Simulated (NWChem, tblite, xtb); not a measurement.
## Si2H5O2F (SMILES O[SiH2][SiH](O)F): the dipole moment, rung by rung

The species is Si2H5O2F (10 atoms), meant as a singlet with charge 0. As SMILES, `O[SiH2][SiH](O)F`. Geometry: relaxed at PBE0-D4/def2-TZVP. This is one conformer, not always the lowest.

```xyz
10

O    -1.5184    0.5141   -0.7382
Si   -0.9308   -0.2099    0.6391
Si    1.3701   -0.1753    0.1550
O     1.4762    0.0438   -1.4618
F     2.0476    1.0433    0.9432
H    -2.4612    0.6689   -0.8111
H    -1.4725   -1.5914    0.7929
H    -1.3158    0.5542    1.8590
H     2.1672   -1.3748    0.4954
H     0.7206    0.4760   -1.8707
```

Each level gives the dipole moment (D). The values are calculated.

```csv
level,kind,program,value (D),CPU time
GFN1-xTB,semi-empirical,tblite,4.58,under 2 s
GFN2-xTB,semi-empirical,tblite,3.41,under 2 s
GFN0-xTB,semi-empirical,xtb,3.42,under 2 s
IPEA1-xTB,semi-empirical,tblite,3.98,under 2 s
HF/STO-3G,Hartree–Fock,NWChem,2.67,2.7 s
PBE/def2-SVP,GGA,NWChem,3.00,20 s
TPSS/def2-SVPD,meta-GGA,NWChem,3.03,71 s
B3LYP/6-31G* (spherical functions),global hybrid,NWChem,3.22,36 s
B3LYP/6-31G* (Cartesian functions),global hybrid,NWChem,3.22,25 s
```

The values span 2.67 to 4.58 D. Sets without polarisation functions give poor dipoles. CPU times are rough (shared hosts, several kinds of processor): they show what a rung costs within a factor of a few.
